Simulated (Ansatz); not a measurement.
Kohn–Sham single points on C3H8Si, SMILES `C=C(C)[SiH3]`.

```yaml
crystal:
  periodic: [false, false, false]
  atoms:
    - {symbol: C, position_ang: [0.362915, 1.534458, 0.272382]}
    - {symbol: C, position_ang: [-0.017206, 0.265250, 0.134797]}
    - {symbol: C, position_ang: [-1.112219, -0.330413, 0.967713]}
    - {symbol: Si, position_ang: [0.829192, -0.818793, -1.130295]}
    - {symbol: H, position_ang: [1.155367, 1.967802, -0.329093]}
    - {symbol: H, position_ang: [-0.108693, 2.194013, 0.998680]}
    - {symbol: H, position_ang: [-1.923645, -0.710253, 0.338698]}
    - {symbol: H, position_ang: [-1.532425, 0.401564, 1.661878]}
    - {symbol: H, position_ang: [-0.745628, -1.182390, 1.549297]}
    - {symbol: H, position_ang: [1.439909, -2.007209, -0.471933]}
    - {symbol: H, position_ang: [1.885962, -0.044960, -1.832048]}
    - {symbol: H, position_ang: [-0.156530, -1.324269, -2.126075]}
basis:
  gaussian: {orbitals: def2-TZVPP}
hamiltonian: {xc: {name: PBE-QIDH}}
```

```sh
$ ansatz run in.yaml --threads 2 --pin off --events-out ev --progress --plain --max-ram 4352MiB
```

Output, abridged:

```
Functional definition: PBE-QIDH
1420 factors; integrals over basis functions are off by at most 7.8e-4 eV
mean field evaluation 1: about -11099.2685 eV, gradient 3.8e1 eV
mean field evaluation 2: about -11099.4268 eV, gradient 3.8e1 eV
mean field evaluation 4: about -11103.1456 eV, gradient 3.4e0 eV
mean field evaluation 8: about -11103.1801 eV, gradient 3.1e-1 eV
mean field evaluation 16: about -11103.1803 eV, gradient 7.2e-5 eV
mean field -11103.18032515 eV, -408.0343509434 hartree, gradient 2.8e-6 eV, S^2 0.000000; 0 other end points of the search recorded, 0 dependent functions left out
8 core orbitals not correlated: weight in the atoms' cores, before any rotation towards them, 1.000 or more for the frozen orbitals, at most 0.000 for the correlated occupied ones
reference -11103.18033884 eV, -408.0343514465 hartree; 12, 12 occupied and 227, 227 virtual orbitals, 1420 factors
second order -19.47625141 eV of doubles, -0.00000000 eV of singles
Total energy: -11109.67242264 eV, -408.2729311257 hartree
```

It took 7.5 s on 2 threads of an Intel Xeon Platinum 8375C on a shared host, with 0.61 GiB of host memory at the peak.

Changing it to `hamiltonian: {xc: pbe, dispersion: d4}` and forces (abridged; 3.6 s):

```
Functional definition: PBE
mean field evaluation 16: about -11111.0489 eV, gradient 4.9e-4 eV
mean field -11111.04890393 eV, -408.3235158801 hartree, gradient 1.4e-5 eV, S^2 0.000000
Total energy: -11111.28358842 eV, -408.3321403759 hartree
Atom 0 force     0.123360     0.358141     0.023314 eV/Å
Atom 1 force    -0.095778    -0.361281    -0.050098 eV/Å
Atom 2 force     0.024373     0.003085    -0.024091 eV/Å
Atom 3 force     0.007425    -0.012813    -0.012423 eV/Å
Atom 4 force     0.164981     0.102777    -0.118394 eV/Å
Atom 5 force    -0.097984     0.145265     0.152629 eV/Å
Atom 6 force    -0.168466    -0.090283    -0.113092 eV/Å
Atom 7 force    -0.089302     0.146599     0.145960 eV/Å
Atom 8 force     0.055857    -0.178835     0.114810 eV/Å
Atom 9 force     0.063596    -0.126390     0.060014 eV/Å
Atom 10 force     0.109443     0.073641    -0.075150 eV/Å
Atom 11 force    -0.097505    -0.059906    -0.103481 eV/Å
Dipole moment:    -0.103751     0.052733     0.123251 e Å
```

The same input with `hamiltonian: {xc: {name: BLYP}, dispersion: d4}` (abridged; 3 s):

```
Functional definition: BLYP
mean field evaluation 16: about -11117.9317 eV, gradient 1.8e-4 eV
mean field -11117.93168852 eV, -408.5764535483 hartree, gradient 3.2e-5 eV, S^2 0.000000
Total energy: -11118.45221781 eV, -408.5955826469 hartree
```

With the line `hamiltonian: {xc: {name: BHLYP}, dispersion: d4}` (abridged; 3.7 s):

```
Functional definition: BHLYP
mean field evaluation 16: about -11117.8749 eV, gradient 2.3e-5 eV
mean field -11117.87494139 eV, -408.5743681299 hartree, gradient 2.3e-5 eV, S^2 0.000000
Total energy: -11118.15215237 eV, -408.5845554453 hartree
```

The same input with `hamiltonian: {xc: {name: wB97X-V}}` (abridged; 9.5 s):

```
Functional definition: wB97X-V
mean field evaluation 16: about -11117.7472 eV, gradient 6.1e-5 eV
mean field -11117.74715114 eV, -408.5696719248 hartree, gradient 6.1e-5 eV, S^2 0.000000
Total energy: -11117.74714891 eV, -408.5696718428 hartree
```

Changing it to `hamiltonian: {xc: {name: B2PLYP}}` (abridged; 7 s):

```
Functional definition: B2PLYP
mean field evaluation 16: about -11107.8153 eV, gradient 7.2e-5 eV
mean field -11107.81526022 eV, -408.2046816654 hartree, gradient 3.2e-6 eV, S^2 0.000000
8 core orbitals not correlated: weight in the atoms' cores, before any rotation towards them, 1.000 or more for the frozen orbitals, at most 0.000 for the correlated occupied ones
second order -20.98534559 eV of doubles, -0.00000000 eV of singles
Total energy: -11113.48148697 eV, -408.4129116580 hartree
```
